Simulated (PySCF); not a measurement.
## Computed beside measured shifts

System: bis(cyclopentylmethyl)phosphine oxide (C12H23OP), SMILES O=[PH](CC1CCCC1)CC1CCCC1.

Atom-mapped SMILES (hydrogens are numbered by the atom that bears them): [O:1]=[PH:2]([CH2:3][CH:4]1[CH2:5][CH2:6][CH2:7][CH2:8]1)[CH2:9][CH:10]1[CH2:11][CH2:12][CH2:13][CH2:14]1

Level of theory: GIAO KT3/pcSseg-2, gas phase, PySCF SCF with an in-house response code, fitting set def2-universal-JFIT, grid level 2, non-relativistic, geometry: PBE0-D3(BJ)/def2-SVP.

One optimised conformer. Values are averaged over the atoms that symmetry or fast rotation interchanges, on this one geometry and without vibrational averaging. Shifts are the reference shielding less the shielding here, at the same level (13C, 1H against isolated TMS; 17O against isolated H2O; 31P against isolated H3PO4); nuclei without a reference have shieldings only.

(1) What shifts does this level give for P2, and how do they compare with measurement?

Results:

(1) 
```json
{"atom": "P2", "nucleus": "31P", "computed / ppm": "-2.5", "measured / ppm": "31.36", "computed less measured": "-33.9", "measured against": "85 % H3PO4", "medium of the measurement": "CDCl3"}
```

Computed 19F and 31P shifts carry an offset from the reference molecule (CFCl3 is hard for DFT, lone H3PO4 or PH3 isn't the 85 % acid), so differences between compounds are more accurate than the values.

Measured values: supporting information or article, doi 10.1039/d4qo02447h.
